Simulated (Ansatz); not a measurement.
Reaction (redistribution): `C[SiH2]C[SiH2]F` + `C#CO[CH2][AlH][OH]` → `[OH][AlH][CH2]O[SiH2]F` + `C#CC[SiH2]C`

Gas-phase electronic energies from Ansatz, PBE0-D4/def2-TZVP geometries. CCSD(T)/CBS is the MP2 limit (def2-TZVPP, def2-QZVPP) plus CCSD(T) − MP2 in def2-TZVPP, frozen cores. Functionals use def2-TZVPP. B3LYP here is the variant with VWN-RPA as its local correlation; programs differ in this. One conformer a species, not always the lowest.

`C[SiH2]C[SiH2]F`:

Cartesian coordinates in Å:
```
C 0.596 -1.020 2.120
Si -0.054 -0.906 0.372
C 0.070 0.848 -0.291
Si -0.544 1.078 -2.021
F -0.382 2.613 -2.460
H 0.519 -2.043 2.496
H 0.029 -0.369 2.789
H 1.646 -0.721 2.164
H -1.479 -1.340 0.330
H 0.719 -1.817 -0.519
H 1.120 1.161 -0.246
H -0.496 1.510 0.374
H -1.986 0.743 -2.128
H 0.242 0.264 -2.982
```

`C#CO[CH2][AlH][OH]`:

Z-matrix (Å, degrees):
```
Al
C 1 2.409
C 1 2.039 2 88.2
O 1 1.705 2 105.1 3 -118.9
C 1 2.401 2 29.3 3 -1.6
H 1 1.580 2 100.9 3 120.5
H 2 1.065 1 116.6 3 -177.2
O 3 1.513 1 102.5 2 -2.7
H 3 1.091 1 117.1 2 111.6
H 3 1.091 1 117.3 2 -116.7
H 4 0.955 1 124.6 2 70.6
```

`[OH][AlH][CH2]O[SiH2]F`:

Cartesian coordinates in Å:
```
O 0.855 1.136 -2.085
Al 0.781 1.679 -0.483
C 0.612 0.369 0.994
O 0.384 -0.974 0.534
Si -1.081 -1.538 0.131
F -2.034 -1.635 1.409
H 0.828 0.212 -2.331
H 0.902 3.234 -0.239
H 1.551 0.350 1.561
H -0.149 0.659 1.731
H -0.889 -2.893 -0.419
H -1.759 -0.600 -0.802
```

`C#CC[SiH2]C`:

Cartesian coordinates in Å:
```
C -1.076 -2.420 0.010
C -0.926 -1.365 0.565
C -0.722 -0.069 1.169
Si -0.118 1.187 -0.117
C 1.453 0.594 -0.928
H -1.217 -3.362 -0.464
H 0.017 -0.133 1.975
H -1.651 0.300 1.616
H -1.195 1.378 -1.124
H 0.105 2.482 0.587
H 2.257 0.491 -0.196
H 1.290 -0.379 -1.397
H 1.783 1.296 -1.697
```

```tsv
level	ΔE (kJ/mol)	difference from CCSD(T)/CBS
PBE-D4	-108.5	23.3
r2SCAN-D4	-114.9	16.9
PBE0-D4	-113.0	18.8
B3LYP-D4	-133.5	-1.7
B2PLYP	-135.3	-3.5
PBE	-109.2	22.6
B3LYP	-134.9	-3.1
HF/def2-TZVPP	-151.3	-19.5
MP2/def2-TZVPP	-133.7	-1.9
HF/def2-QZVPP	-152.5	-20.7
CCSD(T)/CBS	-131.8	0
```

Largest T1 diagnostic among the species: 0.014.

In def2-TZVPP, CCSD(T) changes the Hartree–Fock value by +22.6 kJ/mol (the triples alone add +6.5 kJ/mol) and MP2 by +17.6 kJ/mol. From PBE to PBE0 (25 % exact exchange), in def2-TZVPP and without D4, ΔE moves by −4.2 kJ/mol.

CCSD(T)/CBS has its own doubt, a few kJ/mol and more with outer-core shells, so smaller differences from it don't rank the levels.
